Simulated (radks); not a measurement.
The scandium anion Sc- inside a hard spherical wall (all orbitals vanish at R), configuration held at [Ar] 3d2 4s2 and not refilled when levels cross. Method: non-relativistic Kohn-Sham, r2SCAN, spin-polarised, spherical densities, point nucleus; open shells are filled with parallel spins first; meta-GGA in the generalised Kohn-Sham scheme; computed with a radial shooting solver on a logarithmic mesh with Libxc functionals. Eigenvalues in eV for spin up, with the zero of energy where the potential of the charges vanishes at infinity; a dash marks a level that is unbound or too diffuse for the functional's potential to be trusted. A positive occupied level is held by the wall or, in an anion where self-interaction has pushed it up, behind a barrier. The pressure on the wall is -dE/dV.

| R (bohr) | E (hartree) | kinetic (hartree) | e(3s) | e(3p) | e(4s) | e(4p, empty) | e(5s, empty) | e(3d) | pressure (GPa) |
|---|---|---|---|---|---|---|---|---|---|
| 20 | -760.56617 | 759.846 | -50.547 | -28.879 | -0.192 | 1.672 | 1.810 | 1.925 | 0.00311 |
| 10 | -760.54646 | 759.905 | -48.800 | -27.156 | 0.850 | 3.145 | 6.292 | 3.400 | 0.224 |
| 8 | -760.50889 | 760.037 | -47.351 | -25.724 | 1.846 | 4.561 | 10.735 | 4.655 | 1.21 |
| 4 | -759.53740 | 762.649 | -35.702 | -14.454 | 17.003 | 24.169 | 64.965 | 15.857 | 143 |
| 3 | -757.51051 | 768.362 | -25.473 | -4.343 | 42.809 | 54.000 | 138.02 | 27.884 | 1020 |
| 2 | -746.16912 | 799.400 | 8.678 | 32.143 | 155.99 | 171.25 | 396.50 | 70.087 | 15900 |
